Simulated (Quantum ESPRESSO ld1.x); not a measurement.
All-electron atom: B III in [He] 5f1 (not the ground configuration). Method: non-relativistic Kohn-Sham, LDA (Slater exchange, Perdew-Zunger correlation), spin-polarised, spherical densities, point nucleus; open shells are filled with parallel spins first; computed with ld1.x of Quantum ESPRESSO 7.5.

Normalised radial functions P(r) = r R(r), r in bohr:

| r | 1s up | 1s down | 5f up |
|---|---|---|---|
| 0.01474 | 0.2843 | 0.2843 | 0.0000 |
| 0.01904 | 0.3594 | 0.3594 | 0.0000 |
| 0.02479 | 0.4548 | 0.4548 | 0.0000 |
| 0.03202 | 0.5667 | 0.5667 | 0.0000 |
| 0.04136 | 0.6989 | 0.6989 | 0.0000 |
| 0.05343 | 0.8504 | 0.8504 | 0.0000 |
| 0.06901 | 1.0172 | 1.0172 | 0.0000 |
| 0.08987 | 1.1957 | 1.1957 | 0.0000 |
| 0.1161 | 1.3592 | 1.3592 | 0.0000 |
| 0.15 | 1.4906 | 1.4906 | 0.0000 |
| 0.1937 | 1.5621 | 1.5621 | 0.0000 |
| 0.2502 | 1.5456 | 1.5456 | 0.0001 |
| 0.3258 | 1.4164 | 1.4164 | 0.0003 |
| 0.4209 | 1.1847 | 1.1847 | 0.0007 |
| 0.5437 | 0.8803 | 0.8803 | 0.0018 |
| 0.7023 | 0.5623 | 0.5623 | 0.0043 |
| 0.9072 | 0.2957 | 0.2957 | 0.0100 |
| 1.181 | 0.1173 | 0.1172 | 0.0229 |
| 1.526 | 0.0345 | 0.0345 | 0.0482 |
| 1.971 | 0.0067 | 0.0067 | 0.0940 |
| 2.546 | 0.0008 | 0.0008 | 0.1635 |
| 3.289 | 0.0000 | 0.0000 | 0.2390 |
| 4.248 | 0.0000 | 0.0000 | 0.2640 |
| 5.532 | 0.0000 | 0.0000 | 0.1579 |
| 7.146 | 0.0000 | 0.0000 | -0.0736 |
| 9.231 | 0.0000 | 0.0000 | -0.3182 |
| 11.92 | 0.0000 | 0.0000 | -0.3663 |
| 15.4 | 0.0000 | 0.0000 | -0.1927 |
| 20.06 | 0.0000 | 0.0000 | -0.0426 |
| 25.91 | 0.0000 | 0.0000 | -0.0041 |
| 33.47 | 0.0000 | 0.0000 | -0.0001 |

1s up: eigenvalue -225.83 eV, 0 radial nodes, <r> = 0.329 bohr, 90 % of the charge inside 0.590 bohr. 1s down: eigenvalue -225.83 eV, 0 radial nodes, <r> = 0.329 bohr, 90 % of the charge inside 0.590 bohr. 5f up: eigenvalue -4.291 eV, 1 radial node at r = 6.65 bohr, <r> = 10.4 bohr, 90 % of the charge inside 14.6 bohr.
